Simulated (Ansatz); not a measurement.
Gas-phase electronic energies from Ansatz, PBE0-D4/def2-TZVP geometries. CBS: MP2 limit from def2 TZ/QZ plus the TZ coupled-cluster correction, frozen cores. This one scheme is used for every species, atoms too. DFT in def2-TZVPP. B3LYP here is the variant with VWN-RPA as its local correlation; programs differ in this. Open shells (•) are unrestricted, without spin–orbit coupling. Spin–orbit coupling would lower the free atoms: a little for Cl, F; strongly for In. def2 core potentials past Kr. For In outer-core shells are correlated without core-valence functions, so the limit isn't a true one: a few kJ/mol of doubt a bond, and 10 to 20 or more in all where bonds break to atoms.

Consider the atomization: `[F][In@-]1([Cl])[Cl+][In@-]([F])([Cl])[Cl+]1` → 4 Cl• + 2 F• + 2 In•.

| level | ΔE (kcal/mol) | difference from CCSD(T)/CBS |
| --- | --- | --- |
| PBE0-D4 | 536.3 | -17.3 |
| BHLYP-D4 | 505.4 | -48.2 |
| B2PLYP | 522.0 | -31.6 |
| PBE0 | 528.6 | -25.0 |
| B3LYP | 505.6 | -48.0 |
| r2SCANh | 539.3 | -14.3 |
| RPA@PBE/def2-TZVPP | 469.9 | -83.7 |
| CCSD/def2-SVP | 493.5 | -60.1 |
| CCSD(T)/def2-SVP | 502.5 | -51.1 |
| HF/def2-TZVPP | 379.9 | -173.7 |
| MP2/def2-TZVPP | 555.7 | 2.1 |
| SCS-MP2/def2-TZVPP | 531.5 | -22.1 |
| CCSD(T)/def2-TZVPP | 525.4 | -28.2 |
| HF/def2-QZVPP | 383.2 | -170.4 |
| HF/CBS(def2) | 383.6 | -170.0 |
| CCSD/CBS(def2) | 537.2 | -16.4 |
| CCSD(T)/CBS | 553.6 | 0 |

Largest T1 diagnostic among the species: 0.015.

At CCSD(T), def2-SVP lies −51.1 kcal/mol from the extrapolated value and def2-TZVPP −28.2 kcal/mol: correlation converges slowly with the basis, and small sets miss more of it in the bonded molecule than in its fragments. From r2SCAN to r2SCAN0 (25 % exact exchange), in def2-TZVPP and without D4, ΔE moves by −19.4 kcal/mol: exact exchange takes away binding that semilocal exchange gives to molecules. Leaving LDA and LC-ωPBE aside and taking each functional with its dispersion term where it has one, the values, not all of them listed here, spread over 48.0 kcal/mol, from BHLYP-D4 to B97M-V. LDA lies +94.4 kcal/mol from PBE without D4, its usual overbinding.

For atomizations the MP2-based limit and the directly extrapolated one differ by several kJ/mol either way, and by 10 to 25 for some Ge, Se and Sn compounds, so smaller differences from it don't rank the levels.
